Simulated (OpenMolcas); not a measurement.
## Levels of Fe2+ by method

```json
{
 "Program": "OpenMolcas",
 "Basis": "ANO-RCC-VDZP [5s4p2d1f]",
 "Scalar Hamiltonian": "DKH2, point nucleus",
 "Active space": "6 electrons in 9 orbitals (RAS2 3d 4s; RAS3 4p, at most 2 electrons)",
 "State averaging": "2S+1 = 5 even, 30 roots; 2S+1 = 7 even, 1 root kept (CI in the orbitals of an earlier block); 2S+1 = 3 even, 87 roots kept (CI in the orbitals of an earlier block); 2S+1 = 1 even, 89 roots kept (CI in the orbitals of an earlier block); 2S+1 = 5 odd, 54 roots (3 in the spin-orbit step); 2S+1 = 7 odd, 3 roots kept (CI in the orbitals of an earlier block); 2S+1 = 3 odd, 47 roots kept (CI in the orbitals of an earlier block, 0 in the spin-orbit step); 2S+1 = 1 odd, 15 roots kept (CI in the orbitals of an earlier block, 0 in the spin-orbit step)",
 "Spin-orbit coupling": "RASSI with atomic mean-field integrals over the reference wave functions, term energies averaged over their components"
}
```

Methods on the same reference wave functions:
A. RASSCF
B. SS-RASPT2, IPEA 0.25 Eh, imaginary shift 0.1 Eh (closed shells correlated: 3s 3p)
C. MS-RASPT2, IPEA 0.25 Eh, imaginary shift 0.1 Eh (closed shells correlated: 3s 3p)

Energies in cm-1 above 3d6 5D4, the measured ground level; measured values from Corliss and Sugar, J. Phys. Chem. Ref. Data 11, 135 (1982).

```csv
Level,A,B,C,Measured
3d6 5D4,0.0,0.0,0.0,0.0
3d6 5D3,491,495,495,436
3d6 5D2,839,838,838,739
3d6 5D1,1064,1058,1058,932
3d6 5D0,1174,1165,1165,1027
3d5 4s 7S3,9600,23880,23880,30089
3d5 4s 5S2,21052,33380,33380,41000
3d6 3H6,23989,20800,20800,20051
3d6 3H5,24247,21040,21040,20301
3d6 3H4,24440,21170,21170,20482
3d6 3P2(1),25789,18780,18780,19405
3d6 3F4(1),27201,21590,21590,21462
3d6 3P1(1),27238,20240,20240,20688
3d6 3F3(1),27477,21810,21810,21700
3d6 3F2(1),27679,21980,21980,21857
3d6 3P0(1),27851,20840,20840,21208
3d6 3G5,30204,25310,25310,24559
3d6 3G4,30656,25730,25730,24941
3d6 3G3,30869,25930,25930,25142
3d6 1I6,36156,31530,31540,30356
3d6 1G4(1),37782,31410,31410,30886
3d6 3D1,38978,31420,31420,
3d6 3D2,39013,31420,31420,
3d6 3D3,39147,31590,31590,30858
```

Deviations, from unrounded energies. A percentage is the sum of absolute deviations over the sum of measured energies, with the sign that they share, or ± where signs differ.

```tsv
Against measurement	Levels	A	B	C
mean absolute deviation (cm-1)	21	6100	1100	1100
fine structure of the ground term (%)	4	+13.8	+13.4	+13.4
other terms of the ground configuration (%)	15	+24.5	±2.5	±2.5
other configurations (%)	2	-56.9	-19.5	-19.4
```

B, C lie about equally close to measurement and A furthest from it. The largest miss of B in the table is 3d5 4s 5S2, by -7600 cm-1. The ranking rests on the paired levels alone, and a cruder setting can come out closer through cancelling errors.

Between B and C no level of the table moves by more than 5 cm-1.

The two smallest mean deviations differ by little beside CASPT2's spread within terms, so their order carries little weight.

From A to B the spin-free energies of the other terms of 3d6 shown, above 5D, scale by factors of 0.73 to 0.87, as is usual when dynamic correlation screens the repulsion within a d or f shell.

The lowest spin-free term lies below A's lowest term by 0.364 hartree in B, 0.364 hartree in C.

CASPT2 breaks the degeneracy within a term, and the mean is taken; among the terms shown or strongly mixed into the levels shown the widest spread is 340 cm-1 (3d6 1G(1), C). Over all roots computed the reference weight is 0.89 to 0.96 in B, 0.89 to 0.96 in C; the roots of lowest weight are the least certain, and an intruder state may touch them. Some high roots are left out of the spin-orbit mixing, which shifts the levels that they would mix with. Terms from blocks run as CI alone lack orbitals of their own. A single d shell beside an s shell can misplace configurations of different d count against each other. Without dynamic correlation excited terms often stand tens of per cent too high (terms of higher spin than the ground term too low), and those without a measured partner can miss by more than the paired ones (holds for A). Some levels mix across a computed gap that differs much from the measured one, so their mixing is not that of the real levels (holds for B; C). The CASPT2 spread within a term exceeds the gap to the next term for 3d6 1G(1) and 3d6 1I, 3d6 1I and 3d6 3D, so the order of their levels is uncertain (holds for B; C). Blocks of more than 70 roots (2S+1 = 3 even, 1 even) ran without multistate coupling (holds for C). Measured partners are found by configuration, term and J. A level has none where our copy of the source lacks it or the pairing is in doubt (some pairs that miss far off the trend of their configuration count as doubtful), and it then counts in no deviation. Levels of configurations outside the active space are missing. The table leaves out levels that lie high or whose names do not pair safely across all columns.

A number in round brackets counts repeated terms of one configuration in the order of the reference energies.
